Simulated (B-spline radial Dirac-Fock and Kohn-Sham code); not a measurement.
**The M5 (3d5/2) hole of platinum ions: width and yield against charge**

The computed values come from an atomic code on a B-spline grid: independent-particle radiative and Coulomb Auger rates from relativistic LDA hole-state orbitals, with Dirac-Fock energies. Tabulated ground configurations, configuration averages; single configurations, so decays that open only by mixing (as 1s 2s² with 1s 2p² in Be-like ions) are missing and such tiny yields are far too low.

```csv
ion,configuration,radiative (eV),non-radiative (eV),yield
Pt³⁺,[Xe] 4f14 5d7,0.0536,2.21,0.0237
Pt⁴⁺,[Xe] 4f14 5d6,0.0536,2.21,0.0237
Pt⁵⁺,[Xe] 4f14 5d5,0.0538,2.20,0.0238
Pt⁶⁺,[Xe] 4f14 5d4,0.0539,2.19,0.0240
Pt⁷⁺,[Xe] 4f14 5d3,0.0541,2.19,0.0241
```
